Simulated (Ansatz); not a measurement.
C2H6OSeSi can be A, `C=C[Se][SiH2]O`, or B, `O[SiH2]/C=C/[SeH]`.

Computed with Ansatz on PBE0-D4/def2-TZVP structures; ΔE is electronic, products minus reactants. CCSD(T)/CBS adds triple-zeta CCSD(T) − MP2 to the extrapolated MP2 energy (def2 sets, frozen cores). DFT in def2-TZVPP. B3LYP here is the variant with VWN-RPA as its local correlation; programs differ in this. For Se outer-core shells are correlated without core-valence functions, which leaves a few kJ/mol of doubt a bond. Scalar relativity is left out up to krypton. Each species was taken in one conformer, which may not be the lowest.

A:

```xyz
11

C     1.154   -0.025    1.354
C     0.452    1.094    1.260
Se   -1.076    1.419    0.165
Si   -0.692   -0.112   -1.466
O    -0.828   -1.678   -0.977
H     0.906   -0.928    0.808
H     2.019   -0.063    2.008
H     0.716    1.972    1.841
H     0.694    0.007   -1.964
H    -1.703    0.240   -2.497
H    -1.641   -1.926   -0.531
```

B:

Z-matrix (Å, degrees):
```
Si
C 1 1.843
O 1 1.650 2 108.7
H 1 1.490 2 107.4 3 121.1
H 1 1.492 2 111.6 3 -119.9
C 2 1.333 1 120.5 3 -119.8
H 2 1.089 1 120.0 3 61.1
H 3 0.958 1 117.3 2 -155.7
Se 6 1.891 2 124.1 1 -178.5
H 6 1.086 2 121.6 1 1.3
H 9 1.467 6 95.1 2 -178.6
```

**Question.** Which is lower in electronic energy at CCSD(T)/CBS, and by how much? (Best estimate.)

**Answer.** Ansatz gave: A, by 61.0 kJ/mol.

**Question.** Give E(B) − E(A) in kJ/mol with PBE-D4, CCSD(T)/def2-TZVPP, B3LYP-D4, PBE0-D4, ωB97M-V, B3LYP, B2PLYP. (Estimate.)

**Answer.** Computed: PBE-D4 59.6, CCSD(T)/def2-TZVPP 57.3, B3LYP-D4 57.9, PBE0-D4 60.4, ωB97M-V 59.1, B3LYP 52.9, B2PLYP 55.7. None reverses the order clearly.

Largest T1 diagnostic: 0.011.

The D4 term adds +5.1 kJ/mol with B3LYP and +2.7 kJ/mol with PBE0; it sums over pairs of atoms, weighted by their polarisabilities, and B3LYP, whose exchange is more repulsive, gets the larger term. In def2-TZVPP, CCSD(T) changes the Hartree–Fock value by +3.5 kJ/mol (the triples alone add +1.2 kJ/mol) and MP2 by +6.3 kJ/mol.
